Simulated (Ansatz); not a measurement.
`C[SiH](F)[SiH2]Cl` + `N=C=O` → `C[SiH](F)N=C=O` + `[SiH3]Cl`  (cleavage of the Si–Si bond)

Program: Ansatz. Geometries: PBE0-D4/def2-TZVP. ΔE: electronic, gas phase. CBS: MP2 limit from def2 TZ/QZ plus the TZ coupled-cluster correction, frozen cores. This one scheme is used for every species. Functionals use def2-TZVPP. B3LYP here is the variant with VWN-RPA as its local correlation; programs differ in this. HSE06 is defined as in plane-wave codes. Each species was taken in one conformer, which may not be the lowest.

`C[SiH](F)[SiH2]Cl`:

Cartesian coordinates in Å:
```
C 1.414 0.584 0.777
Si -0.385 0.729 0.344
F -0.648 2.133 -0.398
Si -1.059 -1.007 -1.086
Cl -0.632 -2.759 -0.067
H 1.712 1.381 1.462
H 2.042 0.640 -0.115
H 1.600 -0.376 1.266
H -1.230 0.711 1.568
H -2.513 -1.001 -1.388
H -0.302 -1.034 -2.363
```

`N=C=O`:

Cartesian coordinates in Å:
```
N 0.454 -0.153 -0.597
C -0.268 0.336 0.239
O -0.951 0.926 0.969
H 0.766 -1.108 -0.610
```

`C[SiH](F)N=C=O`:

Cartesian coordinates in Å:
```
C 0.700 -1.327 0.606
Si -0.559 -0.326 -0.292
F -0.559 -0.730 -1.835
N -0.161 1.328 -0.186
C -0.188 2.508 -0.370
O -0.181 3.661 -0.520
H 1.696 -1.158 0.190
H 0.471 -2.392 0.532
H 0.719 -1.053 1.664
H -1.937 -0.512 0.210
```

`[SiH3]Cl`:

Z-matrix (Å, degrees):
```
Si
Cl 1 2.054
H 1 1.481 2 108.5
H 1 1.481 2 108.5 3 -120.0
H 1 1.481 2 108.5 3 120.0
```

Problem. Is it downhill or uphill in electronic energy at CCSD(T)/CBS, and by how much? (Estimate.)

Solution. The calculation gave: Downhill: ΔE = -1.23 eV.

Problem. What do these levels give: LDA (SPW92), revPBE-D4, BLYP-D4, B97M-V, B3LYP-D4, BHLYP-D4, ωB97M-V, B2PLYP, HSE06, MP2/def2-SVP, CCSD/def2-TZVPP, MP2/CBS(def2)? (An estimate is asked.)

Solution. Computed: LDA (SPW92) -1.04, revPBE-D4 -0.98, BLYP-D4 -1.11, B97M-V -1.20, B3LYP-D4 -1.20, BHLYP-D4 -1.31, ωB97M-V -1.26, B2PLYP -1.29, HSE06 -1.11, MP2/def2-SVP -1.34, CCSD/def2-TZVPP -1.29, MP2/CBS(def2) -1.32 eV.

Largest T1 diagnostic among the species: 0.018.

From r2SCAN to r2SCAN0 (25 % exact exchange), in def2-TZVPP and without D4, ΔE moves by −0.06 eV. The D4 term adds +0.05 eV with B3LYP and +0.03 eV with PBE0; it sums over pairs of atoms, weighted by their polarisabilities, and B3LYP, whose exchange is more repulsive, gets the larger term.
